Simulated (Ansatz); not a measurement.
Consider the formal exchange of groups at a B–Ge bond: `N[BH][GeH3]` + `[OH][GeH2][F]` → `N[BH][GeH]([OH])[F]` + GeH₄.

Gas-phase electronic energies from Ansatz, PBE0-D4/def2-TZVP geometries. CBS: MP2 limit from def2 TZ/QZ plus the TZ coupled-cluster correction, frozen cores. DFT in def2-TZVPP. For Ge outer-core shells are correlated without core-valence functions, which leaves a few kJ/mol of doubt a bond. Scalar relativity is left out up to krypton. Each species was taken in one conformer, which may not be the lowest.

`N[BH][GeH3]`:

Z-matrix (Å, degrees):
```
Ge
B 1 2.064
H 1 1.542 2 112.0
H 1 1.546 2 112.0 3 -120.2
H 1 1.542 2 112.0 3 119.6
N 2 1.384 1 120.3 3 119.8
H 2 1.198 1 121.6 3 -60.2
H 6 1.008 2 123.0 1 -180.0
H 6 1.007 2 123.6 1 0.0
```

`[OH][GeH2][F]`:

Z-matrix (Å, degrees):
```
Ge
F 1 1.738
O 1 1.761 2 107.6
H 1 1.526 2 107.8 3 114.3
H 1 1.534 2 105.1 3 -119.6
H 3 0.960 1 113.6 2 -67.0
```

`N[BH][GeH]([OH])[F]`:

Z-matrix (Å, degrees):
```
Ge
B 1 2.067
F 1 1.767 2 101.6
O 1 1.774 2 115.5 3 -114.3
H 1 1.535 2 123.4 3 117.3
N 2 1.379 1 114.3 3 0.4
H 2 1.195 1 125.1 3 179.6
H 4 0.960 1 112.9 2 38.0
H 6 1.008 2 123.7 1 179.5
H 6 1.009 2 122.1 1 -1.0
```

GeH₄:

Z-matrix (Å, degrees):
```
Ge
H 1 1.534
H 1 1.534 2 109.5
H 1 1.534 2 109.5 3 -120.0
H 1 1.534 2 109.5 3 120.0
```

(1) Is it downhill or uphill in electronic energy at CCSD(T)/CBS, and by how much? (Best estimate.)

(2) What do these levels give: r2SCAN-D4, PBE0-D4, B2PLYP, PBE, r2SCAN, PBE0, MP2/def2-TZVPP, CCSD/def2-TZVPP, CCSD(T)/def2-TZVPP, HF/def2-QZVPP, HF/CBS(def2), CCSD/CBS(def2)? (Estimate.)

Largest T1 diagnostic among the species: 0.013.

## Answers

(1) Computed: Downhill: ΔE = -11.8 kJ/mol.

(2) Ansatz gave: r2SCAN-D4 -13.4, PBE0-D4 -12.4, B2PLYP -12.1, PBE -13.5, r2SCAN -12.9, PBE0 -11.2, MP2/def2-TZVPP -10.2, CCSD/def2-TZVPP -10.2, CCSD(T)/def2-TZVPP -11.2, HF/def2-QZVPP -5.7, HF/CBS(def2) -5.7, CCSD/CBS(def2) -10.8 kJ/mol.

In def2-TZVPP, CCSD(T) changes the Hartree–Fock value by −5.0 kJ/mol (the triples alone add −1.0 kJ/mol) and MP2 by −3.9 kJ/mol.
